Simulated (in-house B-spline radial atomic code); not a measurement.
Response and correlation of the europium ion Eu³³⁺

Closed shell [Ar] 3d10 4s2. Computed with an all-electron radial atomic-structure program (B-spline basis): Dirac-Hartree-Fock, relativistic RPA (time-dependent Dirac-Hartree-Fock) for the response and second-order many-body perturbation theory for correlation, no-pair Dirac-Coulomb Hamiltonian, finite nucleus.

```json
{"multipole (bohr³, bohr⁵, bohr⁷)": "dipole", "uncoupled": "0.074238", "coupled RPA": "?"}
{"multipole (bohr³, bohr⁵, bohr⁷)": "quadrupole", "uncoupled": "0.0075145", "coupled RPA": "0.0082851"}
{"multipole (bohr³, bohr⁵, bohr⁷)": "octupole", "uncoupled": "0.0015436", "coupled RPA": "0.0016556"}
```

(1) What is the coupled dipole polarisability?

(2) Which subshells carry the dipole polarisability?

(3) What does the dipole shielding factor come to?

Dipole polarisability at imaginary frequency:

```tsv
u (Eh)	α(iu) (bohr³)
0	0.08012
3.97	0.04129
9.91	0.01568
19.8	0.007811
29.7	0.005548
39.7	0.00432
59.5	0.002883
79.3	0.002044
99.1	0.001514
139	0.0009147
198	0.0005147
297	0.0002556
397	0.000152
595	7.21e-05
991	2.741e-05
1980	7.156e-06
```

(4) What dispersion coefficients follow for two such ions (the dispersion part alone)?

Lowest J = 1 odd-parity excitations:

| energy (eV) | oscillator strength | leading channel | weight |
| --- | --- | --- | --- |
| 65.463 | 0.108 | 4s1/2 → p1/2 | 0.966 |
| 118.93 | 1.06 | 4s1/2 → p3/2 | 0.963 |
| 612.52 | 0.16 | 4s1/2 → p1/2 | 0.998 |
| 632.62 | 0.235 | 4s1/2 → p3/2 | 0.997 |
| 879.1 | 0.0521 | 4s1/2 → p1/2 | 0.999 |
| 889.92 | 0.0839 | 4s1/2 → p3/2 | 0.999 |
| 1041.8 | 0.0281 | 4s1/2 → p1/2 | 0.999 |
| 1050.2 | 0.0443 | 4s1/2 → p3/2 | 0.998 |

Second-order correlation energy by the highest angular momentum of the excited pair (hartree): s -0.02433, p -0.2519, d -0.5082, f -0.6234, g -0.1945, h -0.08391, i -0.03793, k -0.01923.

(5) What is the second-order correlation energy at the partial-wave limit?

Results:

(1) 0.080124 atomic units, +8 % against the uncoupled value.

(2) 4s1/2 97.2 %, 3d5/2 1.3 %, 3d3/2 0.8 %.

(3) The dipole shielding factor is 0.476, against the exact N/Z = 30/63 = 0.476 of the non-relativistic theorem.

(4) C6 = (3/π)∫α(iu)²du = 0.02159 hartree·bohr⁶ and C8 = 0.01626 hartree·bohr⁸.

(5) The listed waves sum to -1.7435 hartree; extrapolating the increments as (l + 1/2)⁻⁴ gives -1.7828 hartree, -1.62 eV per electron.
